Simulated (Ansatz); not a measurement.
Two isomers of CH7NOSSi: A = `NC(O)[SiH2]S`, B = `C[Si](N)(O)S`.

Isolated molecules relaxed with PBE0-D4/def2-TZVP in Ansatz; ΔE leaves out vibrations. CCSD(T)/CBS is the MP2 limit (def2-TZVPP, def2-QZVPP) plus CCSD(T) − MP2 in def2-TZVPP, frozen cores. Functionals use def2-TZVPP. One conformer a species, not always the lowest.

**Question.** Which is lower in electronic energy at CCSD(T)/CBS, and by how much? (Best estimate.)

**Answer.** The calculation gave: B, by 330.5 kJ/mol.

**Question.** Give E(B) − E(A) in kJ/mol with LDA (SPW92), r2SCAN-D4, CCSD/def2-TZVPP, PBE-D4, ωB97M-V, MP2/def2-TZVPP, BLYP-D4. (An estimate is asked.)

**Answer.** Computed: LDA (SPW92) -298.7, r2SCAN-D4 -326.8, CCSD/def2-TZVPP -327.2, PBE-D4 -301.2, ωB97M-V -325.2, MP2/def2-TZVPP -337.4, BLYP-D4 -309.7. None reverses the order clearly.

**Question.** Does the order hold for the free energy at 298.15 K (harmonic terms from PBE0-D4)? (An estimate is asked.)

**Answer.** The calculation gave: Yes: G(B) − G(A) = -329.8 kJ/mol, for one conformer each.

Largest T1 diagnostic: 0.012.

Leaving LDA and LC-ωPBE aside and taking each functional with its dispersion term where it has one, the values, not all of them listed here, spread over 32.6 kJ/mol, from BHLYP-D4 to revPBE-D4. From BLYP to BHLYP (50 % exact exchange), in def2-TZVPP and without D4, E(B) − E(A) moves by −22.2 kJ/mol.
